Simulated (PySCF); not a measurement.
## TiCl₄: from structure and modes to constants

Method: PBE/[Ti def2-TZVP, Cl def2-TZVP], no relativity, density fitting, PySCF.

The singlet minimum has Td symmetry. Masses (u): Ti 47.94795, Cl 34.96885.

```xyz
5
charge 0 multiplicity 1, angstrom
Ti    0.0000    0.0000    0.0000
Cl    1.2601    1.2601    1.2601
Cl   -1.2601    1.2601   -1.2601
Cl    1.2601   -1.2601   -1.2601
Cl   -1.2601   -1.2601    1.2601
```

Harmonic wavenumbers (cm⁻¹): 111.4 (e, ×2), 132.0 (t2, ×3), 373.9 (a1, ×1), 489.3 (t2, ×3).

(1) What is the harmonic zero-point energy?

(2) Find the vibrational entropy and heat capacity at 298.15 K.

(3) Give the standard entropy (298.15 K, 1 bar) by its translational, rotational, vibrational and spin parts, and Cp.

Results:

(1) Half the sum of all 9 wavenumbers, 2460/2 = 1230 cm⁻¹, which is 14.7 kJ/mol (1 cm⁻¹ = 0.0119627 kJ/mol).

(2) With u = 1.43878 ω/T, each mode gives S = R[u/(eᵘ−1) − ln(1−e⁻ᵘ)] and C = R u² eᵘ/(eᵘ−1)².
```json
{"ω (cm⁻¹)": "111.4 (×2)", "u": "0.537", "S (J/(mol K))": "13.58", "C (J/(mol K))": "8.12"}
{"ω (cm⁻¹)": "132.0 (×3)", "u": "0.637", "S (J/(mol K))": "12.20", "C (J/(mol K))": "8.04"}
{"ω (cm⁻¹)": "373.9", "u": "1.804", "S (J/(mol K))": "4.45", "C (J/(mol K))": "6.38"}
{"ω (cm⁻¹)": "489.3 (×3)", "u": "2.361", "S (J/(mol K))": "2.87", "C (J/(mol K))": "5.33"}
```
The sums over all modes are S = 76.8 and C = 62.7 J/(mol K); the softest mode gives 18 % of the entropy (each member, where degenerate).

(3) Sackur–Tetrode with M = 187.82 u gives 174.2; rotation with symmetry number 12 gives 103.9; vibration 76.8; spin R ln 1 = 0.0. The total is 354.9 J/(mol K), and Cp = 4 R + 62.7 = 96.0 J/(mol K).

Only a few start shapes were tried, so a lower isomer may exist.
